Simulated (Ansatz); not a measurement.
`O[SiH]([SiH3])[TeH]` → 6 H• + O• + 2 Si• + Te•  (atomization)

Computed with Ansatz on PBE0-D4/def2-TZVP structures; ΔE is electronic, products minus reactants. CCSD(T)/CBS is the MP2 limit (def2-TZVPP, def2-QZVPP) plus CCSD(T) − MP2 in def2-TZVPP, frozen cores. This one scheme is used for every species, atoms too. DFT in def2-TZVPP. Open shells (•) are unrestricted, without spin–orbit coupling. Spin–orbit coupling would lower the free atoms: a little for O, Si; strongly for Te. Elements past krypton have def2 core potentials. Bonds to Te are less sure, by a few kJ/mol each and by 10 to 20 or more in all where they break to atoms, as the def2 sets lack core-valence functions. One conformer a species, not always the lowest.

```json
{"level": "r2SCANh-D4", "ΔE (kcal/mol)": "713.4"}
{"level": "ωB97X-V", "ΔE (kcal/mol)": "723.2"}
{"level": "PBE-QIDH", "ΔE (kcal/mol)": "705.9"}
{"level": "BLYP", "ΔE (kcal/mol)": "698.3"}
{"level": "r2SCAN0", "ΔE (kcal/mol)": "705.6"}
{"level": "HF/def2-SVP", "ΔE (kcal/mol)": "502.8"}
{"level": "CCSD/def2-SVP", "ΔE (kcal/mol)": "649.0"}
{"level": "SCS-MP2/def2-QZVPP", "ΔE (kcal/mol)": "720.0"}
```

Q: What does CCSD(T)/CBS give? (An estimate is asked.)

A: Ansatz gave: +724.2 kcal/mol. The listed levels differ from it by -10.8, -1.0, -18.3, -25.9, -18.6, -221.4, -75.2, -4.2 kcal/mol.

Largest T1 diagnostic among the species: 0.012.

From PBE to PBE0 (25 % exact exchange), in def2-TZVPP and without D4, ΔE moves by −7.8 kcal/mol: exact exchange takes away binding that semilocal exchange gives to molecules. In def2-TZVPP, CCSD(T) changes the Hartree–Fock value by +184.1 kcal/mol (the triples alone add +10.2 kcal/mol) and MP2 by +185.8 kcal/mol; breaking electron pairs costs correlation energy, which Hartree–Fock lacks. Leaving LDA and LC-ωPBE aside and taking each functional with its dispersion term where it has one, the values, not all of them listed here, spread over 22.4 kcal/mol, from BHLYP-D4 to ωB97X-V. LDA lies +99.5 kcal/mol from PBE without D4, its usual overbinding.

For atomizations the MP2-based limit and the directly extrapolated one differ by several kJ/mol either way, and by 10 to 25 for some Ge, Se and Sn compounds, so smaller differences from it don't rank the levels.
